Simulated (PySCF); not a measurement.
## A search over the determinants of CdC

Unrestricted PBE0; PySCF, scalar-relativistic core potentials, basis sets Cd cc-pVDZ-PP with ECP28, C cc-pVDZ. Outer shells of the fragments: Cd 4d10 5s2; C 2s2 2p2.

Followed along the bond (rough minima from three points):

```csv
2Ms+1,unpaired,⟨S²⟩ at the start,R at minimum (Å),Te (eV)
3,π ↑↑,2.21,2.17,0.00
1,π ↑↓,1.00,2.17,0.48
3,"σ ↑, π ↑",2.01,none in the scan,≤ 1.00
1,"σ ↓, π ↑",1.01,none in the scan,≤ 1.23
```

Solutions found at the starting distance of 2.110 Å, counted from the lowest of them; the search is not exhaustive and high or unbound solutions are not listed, so other states can lie among these:

```
2Ms+1    unpaired   term  E (eV)  ⟨S²⟩  ⟨Lz²⟩  μ (D)
    3        π ↑↑    ³Σ⁻    0.00  2.21   0.00  -2.76
    1        π ↑↓  mixed    0.48  1.00   2.01  -2.97
    3    σ ↑, π ↑     ³Π    1.20  2.01   1.00  -0.19
    1    σ ↓, π ↑  mixed    1.39  1.01   1.00  -0.40
    1        none  mixed    1.74  0.00   2.00  -3.03
    3  σ ↑↑, π ↑↓  mixed    2.10  3.01   2.01  -2.12
    1  σ ↓↓, π ↑↑  mixed    2.25  2.01   0.00  -2.36
    3    σ ↑, π ↑     ³Π    3.12  2.02   1.04  -4.45
    1    σ ↓, π ↑  mixed    3.35  1.10   1.01  -4.01
    3        π ↑↑  mixed    4.32  2.03   2.01  -0.62
```

A term symbol is given only where ⟨S²⟩ and ⟨Lz²⟩ are close to those of a pure state; real π, δ and φ orbitals otherwise mix terms. A positive dipole means Cd(−)C(+).

Spin–orbit coupling is left out.
